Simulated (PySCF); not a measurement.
A species of formula C7H13N has this rotational fingerprint, computed with PBE0/pcSseg-1 in PySCF (dipole) on a GFN2-xTB geometry, gas phase:

```
Rotational constants : A = 3328, B = 1417, C = 1080 MHz
Dipole components    : |μa| = 0.72 D, |μb| = 0.31 D, |μc| = 0.95 D
Inertial defect      : -40.41 u·Å²
κ                    : -0.70
```

Question: Which structure is it? (One computed conformer of each.)
A. 2,3,3-trimethylbutanenitrile, `C[C@H](C#N)C(C)(C)C`
B. `C[C@@H]1C[C@@H]2CC[C@H]1N2`
C. `[CH2:1]=[CH:2][C@@H:3]([CH3:4])[CH:5]1[CH2:6][NH:7][CH2:8]1` with C1–C2–C3–C4 119°, C2–C3–C5–C6 169°, C3–C5–C6–N7 -132°, C5–C6–N7–C8 14°, C6–N7–C8–C5 -14°, C3–C5–C8–N7 133°
D. `[CH3:1]/[CH:2]=[C:3](\[CH3:4])[CH2:5]/[CH:6]=[N:7]/[CH3:8]` with C2–C3–C5–C6 106°, C3–C5–C6–N7 101°
E. `[CH2:1]1[CH2:2][CH:3]2[CH2:4][CH2:5][CH2:6][N:7]2[CH2:8]1` with C8–C1–C2–C3 -38°, C1–C2–C3–C4 141°, C2–C3–C4–C5 -99°, C3–C4–C5–C6 -33°

Answer: C. It is C=C[C@@H](C)C1CNC1, an asymmetric top, point group C1. The candidates at the same level (rigid rotor, commonest isotopes):

| SMILES | A (MHz) | B (MHz) | C (MHz) | μa (D) | μb (D) | μc (D) | Δ (u·Å²) | point group | rotor |
| --- | --- | --- | --- | --- | --- | --- | --- | --- | --- |
| C/C=C(\C)C/C=N/C | 4555 | 905.6 | 870.0 | 0.39 | 0.49 | 1.07 | -88.09 | C1 | near-prolate asymmetric top |
| C[C@H](C#N)C(C)(C)C | 2690 | 1711 | 1384 | 3.51 | 1.84 | 0.65 | -118.13 | C1 | asymmetric top |
| C[C@@H]1C[C@@H]2CC[C@H]1N2 | 3210 | 2107 | 1913 | 0.32 | 0.83 | 0.54 | -133.14 | C1 | asymmetric top |
| C1CC2CCCN2C1 | 3659 | 2050 | 1562 | 0.09 | 0.46 | 0.91 | -61.14 | C1 | asymmetric top |
| C=C[C@@H](C)C1CNC1 | 3328 | 1417 | 1080 | 0.72 | 0.31 | 0.95 | -40.41 | C1 | asymmetric top |

`C[C@@H]1C[C@@H]2CC[C@H]1N2` has C 77 % too high; `C1CC2CCCN2C1` has C 45 % too high; `C/C=C(\C)C/C=N/C` has A 37 % too high; `C[C@H](C#N)C(C)(C)C` has C 28 % too high. No structure here is proved a minimum.
